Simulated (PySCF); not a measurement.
**The first ionisation energy along the 4p block**

All values are computed (PySCF 2.14, energy differences of UHF-based or UKS calculations, no spin-orbit coupling). Values in eV. The last column holds reference values (NIST; (s) semi-empirical, (t) theoretical, else measured). Unmarked ones compare directly (S terms, centres of terms, or small fine structure); those marked * lie between the lowest fine-structure levels and include a spin-orbit shift.

```csv
element,configurations,UHF,MP2 (valence),SCS-MP2 (valence),CCSD (valence),CCSD(T) (valence),reference
"Ga (6-31G*, non-relativistic)",[Ar] 3d10 4s2 4p1 → [Ar] 3d10 4s2,5.570,5.702,5.684,5.762,5.775,5.931
"Ge (6-31G*, non-relativistic)",[Ar] 3d10 4s2 4p2 → [Ar] 3d10 4s2 4p1,7.445,7.668,7.609,7.682,7.689,7.925
"As (6-31G*, non-relativistic)",[Ar] 3d10 4s2 4p3 → [Ar] 3d10 4s2 4p2,9.460,9.770,9.657,9.714,9.718,10.008
"Se (6-31G*, non-relativistic)",[Ar] 3d10 4s2 4p4 → [Ar] 3d10 4s2 4p3,8.519,8.885,8.902,8.904,8.915,9.635
"Br (6-31G*, non-relativistic)",[Ar] 3d10 4s2 4p5 → [Ar] 3d10 4s2 4p4,10.769,11.284,11.261,11.245,11.253,11.844
"Kr (6-31G*, non-relativistic)",[Kr] → [Ar] 3d10 4s2 4p5,13.166,13.811,13.735,13.701,13.708,14.222
```

| method | elements | mean error (eV) | mean absolute error (eV) | largest error (eV) |
| --- | --- | --- | --- | --- |
| UHF | 6 | -0.772 | 0.772 | -1.116 |
| MP2 (valence) | 6 | -0.408 | 0.408 | -0.751 |
| SCS-MP2 (valence) | 6 | -0.453 | 0.453 | -0.734 |
| CCSD (valence) | 6 | -0.426 | 0.426 | -0.731 |
| CCSD(T) (valence) | 6 | -0.418 | 0.418 | -0.720 |

Errors include the incompleteness of the basis and the frozen core.

"Valence" correlates the outer s and p shells and, in groups 3 to 12 and the f block, the outer d or f shell, open or full, or the next shell where the ion has no valence electron left; the wider scheme adds the next inner shell.
